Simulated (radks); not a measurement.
All-electron atom: Au VI in [Xe] 4f14 5d6. All-electron calculation, Dirac Kohn-Sham, PBE, spin-unpolarised, spherical densities, finite nucleus; open shells are shared between the two j in proportion to 2j + 1; Fermi nuclear charge, rms radius 5.4371 fm. Program: a radial shooting solver on a logarithmic mesh with Libxc functionals.

Radial electron density D(r) = 4 pi r^2 rho(r):

```
   r/bohr * D(r) (the largest magnitude, 146, reaches the edge; | marks zero)
 0.001287 |     *
 0.001475 |      *
 0.001703 |        *
 0.001952 |         *
 0.002254 |           *
 0.002603 |              *
 0.002982 |                *
 0.003444 |                    *
 0.003946 |                       *
 0.004557 |                          *
 0.005221 |                              *
 0.006029 |                                 *
 0.006908 |                                    *
 0.007978 |                                       *
 0.009213 |                                         *
  0.01056 |                                          *
  0.01219 |                                          *
  0.01397 |                                         *
  0.01613 |                                        *
  0.01848 |                                      *
  0.02134 |                                     *
  0.02445 |                                     *
  0.02824 |                                       *
  0.03261 |                                           *
  0.03736 |                                               *
  0.04315 |                                                    *
  0.04943 |                                                      *
  0.05709 |                                                     *
  0.06541 |                                                  *
  0.07554 |                                              *
  0.08654 |                                           *
  0.09995 |                                           *
   0.1154 |                                              *
   0.1322 |                                                  *
   0.1527 |                                                  *
    0.175 |                                             *
   0.2021 |                                     *
   0.2315 |                              *
   0.2674 |                           *
   0.3063 |                             *
   0.3538 |                                *
   0.4086 |                                *
   0.4681 |                           *
   0.5406 |                    *
   0.6193 |              *
   0.7153 |          *
   0.8195 |        *
   0.9464 |       *
    1.084 |     *
    1.252 |    *
    1.446 |  *
    1.657 | *
    1.913 |*
    2.192 *
    2.532 *
      2.9 *
     3.35 *
    3.838 *
    4.432 *
```

D(r) has 4 maxima, at r = 0.0114, 0.0519, 0.144, 0.374 bohr, and minima at 0.0224, 0.0930, 0.265 bohr, inside which lie 2.03, 11.08, 29.98 electrons.
